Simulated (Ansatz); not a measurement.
Basis-set extrapolation for C8H10O2, SMILES `COc1ccccc1OC` (PBE0-D4/def2-TZVP geometry, frozen core, Ansatz 0.2.0). Multiplicity 1, RHF reference.

```tsv
	def2-TZVPP	def2-QZVPP
HF	-458.635003	-458.655250
MP2 correlation	-1.759855	-1.879138
CCSD(T) correlation	-1.885294	not run
```

Energies in hartree. Use E(X) = E(∞) + A·exp(−7.88·√X) for Hartree–Fock and E(X) = E(∞) + B·X^(−2.97) for correlation, with X = 3 and 4, and add CCSD(T) minus MP2 of the smaller set to the MP2 limit.

Task: What is the CCSD(T) energy at the basis-set limit?

Result: HF limit: -458.655250 + (-0.020247) × 0.13774 = -458.65804. MP2 limit: -1.879138 + (-0.119283) × 0.74074 = -1.96750. Higher-order term: -1.885294 − (-1.759855) = -0.12544. Total: -460.75098 hartree, 6.28 eV below CCSD(T)/def2-TZVPP.
